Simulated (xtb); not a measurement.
Be(SH)(OSiH3) (BeH₄OSSi), SMILES [Be]([SH])[O][SiH3]. All values are semi-empirical tight-binding results from xtb (GFN2-xTB unless named), good for trends rather than for accurate numbers. Geometry optimised at GFN2-xTB. One conformer was computed; it need not be the lowest.

For metal compounds this method's bond lengths and energies can be far off.

Computed properties:
```json
{
  "orbital_gap": "4.77 eV",
  "zero_point_energy": "23.8 kcal/mol",
  "G − E(el) at 298.15 K (modified RRHO)": "4.2 kcal/mol"
}
```
